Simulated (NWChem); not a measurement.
Molecule: BeH$_{2}$SO; SMILES [Be]([SH])[OH]

```xyz
5

Be     0.0247    -0.6358    -0.0239
O      0.0209    -2.0569    -0.0532
H      0.0055    -2.7609     0.6069
S      0.0642     1.2760    -0.0046
H     -1.2989     1.3441    -0.0119
```
Atoms are numbered in this order, from 1.

Program: NWChem. Coordinates come from a PBE-D3(BJ)/def2-SVP optimisation. Vertical excitations in the gas phase; the lowest state need not have the same character in each row.

Problem. Among these, which level gives the lowest value of “lowest excitation, singlet (eV)”?
(A) Hartree-Fock/def2-SVP, CIS
(B) PBE/def2-SVP, TDA
(C) B3LYP/def2-SVP, TDA
(D) PBE0/def2-SVP, TDA

Solution. B, PBE/def2-SVP, TDA. Values: PBE/def2-SVP, TDA 5.35; B3LYP/def2-SVP, TDA 5.61; PBE0/def2-SVP, TDA 5.88; Hartree-Fock/def2-SVP, CIS 6.56
